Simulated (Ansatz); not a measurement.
C3H6Si can be A, `CC1=C[SiH2]1`, or B, `C1=C[SiH2]C1`.

Program: Ansatz. Geometries: PBE0-D4/def2-TZVP. ΔE: electronic, gas phase. CBS: MP2 limit from def2 TZ/QZ plus the TZ coupled-cluster correction, frozen cores. DFT in def2-TZVPP. B3LYP here is the variant with VWN-RPA as its local correlation; programs differ in this.

(1) Which is lower in electronic energy at CCSD(T)/CBS, and by how much? (Best estimate.)

(2) Give E(B) − E(A) in kcal/mol with r2SCAN-D4, B3LYP-D4, CCSD(T)/def2-TZVPP, B3LYP, PBE0-D4, CCSD(T)/def2-SVP, PBE-D4. (An estimate is asked.)

(3) Does the order hold for the free energy at 298.15 K (harmonic terms from PBE0-D4)? (Estimate.)

Largest T1 diagnostic: 0.012.

Results:

(1) Ansatz gave: B, by 16.4 kcal/mol.

(2) Ansatz gave: r2SCAN-D4 -14.2, B3LYP-D4 -14.7, CCSD(T)/def2-TZVPP -16.5, B3LYP -14.3, PBE0-D4 -15.5, CCSD(T)/def2-SVP -15.0, PBE-D4 -14.4. None reverses the order clearly.

(3) The calculation gave: Yes: G(B) − G(A) = -15.4 kcal/mol.

From PBE to PBE0 (25 % exact exchange), in def2-TZVPP and without D4, E(B) − E(A) moves by −1.2 kcal/mol. Leaving LDA and LC-ωPBE aside and taking each functional with its dispersion term where it has one, the values, not all of them listed here, spread over 2.8 kcal/mol, from PBE-QIDH to B97M-V. LDA lies −1.2 kcal/mol from PBE without D4.
